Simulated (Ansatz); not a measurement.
Level of theory: Ansatz (a first-principles code) with frozen-core CCSD(T)/cc-pVDZ // PBE0-D4/def2-SVP. The restricted HF reference is unstable towards unrestricted orbitals.

Ansatz 0.2 input:
```yaml
crystal:
  periodic: [false, false, false]
  atoms:
    - { symbol: B, position_ang: [3.787127, 0.668307, -0.27764] }
    - { symbol: C, position_ang: [2.29879, 0.355099, -0.152057] }
    - { symbol: C, position_ang: [1.727014, -0.836861, 0.242637] }
    - { symbol: C, position_ang: [0.304299, -0.812883, 0.257886] }
    - { symbol: C, position_ang: [-0.597898, -1.839222, 0.604233] }
    - { symbol: C, position_ang: [-1.960443, -1.606112, 0.550749] }
    - { symbol: C, position_ang: [-2.445775, -0.349923, 0.15248] }
    - { symbol: C, position_ang: [-1.60269, 0.711657, -0.204072] }
    - { symbol: B, position_ang: [-2.191211, 2.065786, -0.631867] }
    - { symbol: C, position_ang: [-0.209411, 0.450132, -0.142108] }
    - { symbol: S, position_ang: [1.069491, 1.54431, -0.516465] }
    - { symbol: H, position_ang: [4.585166, -0.199214, -0.01007] }
    - { symbol: H, position_ang: [4.171655, 1.75578, -0.635712] }
    - { symbol: H, position_ang: [2.325019, -1.708691, 0.514839] }
    - { symbol: H, position_ang: [-0.211439, -2.813993, 0.913104] }
    - { symbol: H, position_ang: [-2.661387, -2.399525, 0.818513] }
    - { symbol: H, position_ang: [-3.525828, -0.183988, 0.116238] }
    - { symbol: H, position_ang: [-1.471787, 2.986947, -0.940616] }
    - { symbol: H, position_ang: [-3.390693, 2.21239, -0.660069] }
basis:
  gaussian: { orbitals: cc-pVDZ }
correlation:
  method: ccsd_t
```

Output:

```
Functional definition: HF
1858 factors; integrals over basis functions are off by at most 9.6e-4 eV
mean field evaluation 1: about -20525.9606 eV, gradient 3.6e1 eV
mean field evaluation 2: about -20526.4392 eV, gradient 3.6e1 eV
mean field evaluation 4: about -20531.2237 eV, gradient 6.2e0 eV
mean field evaluation 8: about -20531.3584 eV, gradient 1.9e-1 eV
mean field evaluation 16: about -20530.2299 eV, gradient 1.4e1 eV
mean field evaluation 32: about -20521.7754 eV, gradient 8.8e-1 eV
mean field -20531.35885734 eV, -754.5135213523 hartree, gradient 1.7e-6 eV, S^2 0.000000; 0 other end points of the search recorded, 0 dependent functions left out; unrestricted orbitals would lower it
15 core orbitals not correlated
reference -20531.35885734 eV, -754.5135213523 hartree; 26, 26 occupied and 157, 157 virtual orbitals, 1858 factors
second order -36.16303186 eV of doubles, -0.00000000 eV of singles
cycle   1  -36.47488190 eV  change   -3.1e-1 eV  update   1.7e-1
cycle   2  -37.63878560 eV  change    -1.2e0 eV  update   5.3e-2
cycle   3  -37.90364630 eV  change   -2.6e-1 eV  update   2.6e-2
cycle   4  -37.90048734 eV  change    3.2e-3 eV  update   7.8e-3
cycle   5  -37.89917426 eV  change    1.3e-3 eV  update   5.2e-3
cycle   6  -37.90070791 eV  change   -1.5e-3 eV  update   2.0e-3
cycle   7  -37.89968410 eV  change    1.0e-3 eV  update   1.1e-3
cycle   8  -37.89953629 eV  change    1.5e-4 eV  update   4.6e-4
cycle   9  -37.89965958 eV  change   -1.2e-4 eV  update   1.8e-4
cycle  10  -37.89962037 eV  change    3.9e-5 eV  update   7.1e-5
cycle  11  -37.89958077 eV  change    4.0e-5 eV  update   3.1e-5
perturbative correction -1.78946373 eV, -0.0657615790 hartree
Total energy: -20571.04790183 eV, -755.9720668353 hartree
```

Cost: around 7 core-minutes (rough).
